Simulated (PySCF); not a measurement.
Peak assignment

Geometry (Å), atoms numbered from 1 in this order:
```xyz
16

O     2.2805   -1.2862   -0.5618
C     2.5378   -0.1806   -0.9281
O     2.1612    0.9293   -0.3406
Si    1.2317    1.0381    1.0494
Cl    1.1021    3.0195    1.2559
C    -0.4215    0.2393    0.7221
C    -1.6215    0.2357    1.3255
Cl   -2.2385    1.0240    2.6952
C    -2.2755   -0.7221    0.3794
C    -0.9036   -0.7425   -0.3364
H     3.1373    0.0429   -1.8278
H     1.9827    0.4375    2.1428
H    -2.5802   -1.6677    0.8225
H    -3.0998   -0.3129   -0.2010
H    -0.3872   -1.6988   -0.3242
H    -0.9132   -0.3464   -1.3493
```

PySCF calculation with coordinates at the GFN2-xTB level and shieldings: GIAO PBE0/pcSseg-1; non-relativistic, one computed conformer, in vacuum.

Referencing at the same level of theory: ¹³C (186.93 ppm), ¹H (31.72 ppm) against TMS.

(1) Assign these signals to the numbered atoms. ¹³C{¹H} NMR (computed): δ 164.6 (CH), 162.1 (C), 148.5 (C), 41.9 (CH2), 31.0 (CH2).

(2) Assign these signals to the numbered atoms. ¹H NMR (400 MHz, computed): δ 8.06 (s, 1H), 5.89 (s, 1H), 2.89 (m, 1H), 2.88 (m, 1H), 2.79 (m, 1H), 2.44 (m, 1H).

## Answers

(1) 
164.6 → C2, carbonyl carbon
162.1 → C7, fully substituted alkene carbon: as expected for a trigonal carbon in a double bond
148.5 → C6, fully substituted alkene carbon
41.9 → C9, allylic sp3 CH2: a saturated carbon with 2 carbon neighbours and no heteroatom attached
31.0 → C10, allylic sp3 CH2

(2) 
| δ (ppm) | atoms | environment | reason |
| --- | --- | --- | --- |
| 8.06 | H11 | hydrogen on a carbonyl carbon | – |
| 5.89 | H12 | hydrogen on a silicon bonded to C, Cl, O | – |
| 2.89 | H13 | hydrogen on an allylic sp3 CH2 | allylic position |
| 2.88 | H14 | hydrogen on an allylic sp3 CH2 | – |
| 2.79 | H15 | hydrogen on an allylic sp3 CH2 | – |
| 2.44 | H16 | hydrogen on an allylic sp3 CH2 | – |

H13 and H14; H14 and H15 lie closer than the usual error of such a calculation, so a measured spectrum could show them in the other order.

Carbons that carry Cl, above all several Cl atoms, come out too deshielded, partly because spin–orbit coupling is missing. Shifts are as computed. Against solution values, carbons near 30 ppm lie about +3 ppm off and those near 130 ppm about +5 ppm; carbons on Cl a further +6 ppm. Of 1211 compounds with measured shifts, 218 miss one by over three times the rms of a fit or turn the order of signals round; such compounds aren't used in these exercises. No couplings were computed; multiplicities are counted from neighbouring protons, with m where these are inequivalent, close in shift, in a saturated or five-membered ring or joined by F or P, and br s for small geminal =CH2 splittings.
